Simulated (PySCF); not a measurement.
Numbering as in the mapped SMILES `[CH2:1]=[N:2][Si@:3]([NH2:4])([PH2:5])[N:6]([CH3:7])[CH3:8]`; H(Xn) means a hydrogen on atom n. Ha(C1) is cis to Si3; Hb(C1) is trans to Si3.

No relativistic terms, a single conformation, fast rotation and ring inversion assumed for equivalent nuclei, no solvent. GFN2-xTB structure; σ from GIAO-PBE0/pcSseg-1; PySCF 2.14.0 with density-fitted response routines.

Chemical shifts δ = σref − σ; 13C (186.93 ppm) and 1H (31.72 ppm) and 29Si (349.16 ppm) against TMS; NH3 for 15N (267.73 ppm); H3PO4 for 31P (318.38 ppm), all at this level.

| atoms | nucleus | count | δ (ppm) |
| --- | --- | --- | --- |
| H(C7)/H(C8) | 1H | 6 | ? |
| N6 | 15N | 1 | 35.8 |
| Ha(C1) | 1H | 1 | ? |
| C1 | 13C | 1 | 165.4 |
| C7/C8 | 13C | 2 | 39.2 |
| H(P5) | 1H | 2 | 0.92 |
| N4 | 15N | 1 | 40.5 |
| N2 | 15N | 1 | 437.1 |
| P5 | 31P | 1 | -308.6 |
| Hb(C1) | 1H | 1 | 8.24 |
| H(N4) | 1H | 2 | ? |
| Si3 | 29Si | 1 | ? |

Question: Complete the table.

Answer: 
- Ha(C1): 8.26 ppm, hydrogen on a C=N carbon
- H(C7)/H(C8): 2.73 ppm, hydrogen on a methyl carbon bonded to N; its carbon carries N, an electronegative neighbour
- H(N4): 0.92 ppm, hydrogen on a nitrogen bonded to Si; exchangeable, gas-phase position
- Si3: -12.7 ppm, silicon bonded to 3 N, P

OH/NH shifts are gas-phase values; hydrogen bonding in solution moves them, usually downfield. Shifts are as computed. Against solution values, carbons near 30 ppm lie about +3 ppm off and those near 130 ppm about +5 ppm. Of 1309 compounds with measured shifts, 239 miss one by over three times the rms of a fit or turn the order of signals round; such compounds aren't used in these exercises. Experimental scales use liquid or dissolved standards, which lie at an offset from isolated NH3 (liquid NH3: subtract about 20 ppm) and H3PO4. Unscaled 15N shifts of sp2 nitrogen come out 20 to 40 ppm too high even then.
